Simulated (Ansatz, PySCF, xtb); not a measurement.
Energy difference R1 + R2 + 2 R3 → 3 P1 + P2, each structure at its B3LYP-D3(BJ)/def2-TZVP stationary point, reached from a drawn start (curvature not checked).
P1, H2 (SMILES [H][H]) (charge 0, multiplicity 1):
```xyz
2

H      0.00000     0.00000     0.37199
H      0.00000     0.00000    -0.37199
```
R1: H2O (SMILES O), charge 0, multiplicity 1.
R2: HCl (SMILES Cl), charge 0, multiplicity 1.
R3: SiH4 (SMILES [SiH4]), charge 0, multiplicity 1.
P2, ClH5OSi2 (SMILES [SiH3]O[SiH2]Cl) (charge 0, multiplicity 1):
```xyz
9

Si    -1.5160    -0.3581    -0.1109
O      0.0834    -0.4203    -0.3712
Si     1.5714     0.1690     0.0168
Cl    -2.0619     1.5463     0.4762
H     -2.2206    -0.6633    -1.3657
H     -1.8938    -1.2750     0.9786
H      1.7961     0.0475     1.4747
H      2.5717    -0.6347    -0.7147
H      1.6697     1.5886    -0.3837
```

| level | reaction energy (eV) | minus CCSD(T)/CBS(cc-pV(T+d)Z, cc-pV(Q+d)Z) |
|---|---|---|
| GFN1-xTB | -3.707 | -1.169 |
| HF/cc-pV(Q+d)Z | -2.320 | 0.218 |
| PBE-D3(BJ)/def2-TZVPP | -2.237 | 0.301 |
| PBE-D4/def2-TZVPP | -2.264 | 0.274 |
| BLYP-D4/def2-TZVPP | -2.468 | 0.070 |
| r2SCAN-D4/def2-TZVPP | -2.536 | 0.002 |
| B97M-V/def2-TZVPP | -2.409 | 0.129 |
| BHLYP/def2-TZVPP | -2.323 | 0.214 |
| BHLYP-D3(BJ)/def2-TZVPP | -2.495 | 0.043 |
| CAM-B3LYP-D3(BJ)/def2-TZVPP | -2.413 | 0.125 |
| CAM-B3LYP-D4/def2-TZVPP | -2.421 | 0.117 |
| B2PLYP-D4/def2-TZVPP | -2.491 | 0.046 |
| MP2/cc-pV(Q+d)Z | -2.714 | -0.176 |
| MP2/CBS(cc-pV(T+d)Z, cc-pV(Q+d)Z) | -2.735 | -0.197 |
| SCS-MP2/cc-pV(D+d)Z | -2.020 | 0.518 |
| SCS-MP2/cc-pV(T+d)Z | -2.573 | -0.036 |
| CCSD/cc-pV(T+d)Z | -2.349 | 0.189 |
| CCSD(T)/cc-pV(D+d)Z | -1.824 | 0.714 |
| CCSD(T)/cc-pV(Q+d)Z | -2.490 | 0.048 |
| CCSD(T)/CBS(cc-pV(T+d)Z, cc-pV(Q+d)Z) | -2.538 | 0.000 |

 The comparison column counts from a level with limits of its own.

P less R. No zero-point or thermal terms. One arrangement of each flexible species, with no search for the lowest.

Frozen-core correlation throughout. CBS(a, b) extrapolates the correlation energy as X⁻³ and adds the Hartree–Fock energy of set b.

The values were computed with Ansatz (an electronic-structure program); PySCF for the D3/D4 terms; xtb for the GFN methods. All values are computed, each at the level named.
